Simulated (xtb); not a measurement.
C₃H₇NOSi, SMILES O(C)[Si@@H](N)C#C. All values are semi-empirical tight-binding results from xtb (GFN2-xTB unless named), good for trends rather than for accurate numbers. Geometry: GFN2-xTB. The structure was generated by enumeration; whether it is a known compound was not checked. One conformer was computed; it need not be the lowest.

Optimised geometry:

```xyz
13

C      2.5042    -1.0087     0.4055
C      1.5014    -0.4804     0.0069
Si    -0.0890     0.2800    -0.5767
N      0.1699     1.9739    -0.6862
O     -1.2921    -0.0074     0.4893
C     -1.8094    -1.2307     0.9116
H      3.3924    -1.4583     0.7478
H     -0.4349    -0.2265    -1.9064
H      0.7265     2.4235     0.0217
H     -0.6086     2.5622    -0.9319
H     -2.5902    -1.0317     1.6471
H     -1.0293    -1.8449     1.3691
H     -2.2389    -1.7832     0.0715
```
Charge 0, spin multiplicity 1.

Estimate the properties. (The exact figures need the calculation; the answer reports its results.)


```
Quantity                                         Result
----------------------------------------  -------------
orbital gap                                     5.05 eV
dipole moment                                    1.14 D
zero-point energy                         58.6 kcal/mol
G − E(el) at 298.15 K (modified RRHO)     37.1 kcal/mol
static polarisability (D4 model)             76.1 bohr³
solvation energy, GFN2-xTB/ALPB(water)    -3.0 kcal/mol
solvation energy, GFN2-xTB/ALPB(toluene)  -4.4 kcal/mol
```

Computed atomic charges and the Wiberg bond orders between heavy atoms:
charges (e) C1 -0.08, C2 -0.12, Si3 0.55, N4 -0.42, O5 -0.36, C6 0.04, H7 0.07, H8 -0.08, H9 0.15, H10 0.15, H11 0.05, H12 0.03, H13 0.03. Bond orders C1–C2 2.94, C2–Si3 0.89, Si3–N4 1.10, Si3–O5 1.12, O5–C6 1.00.
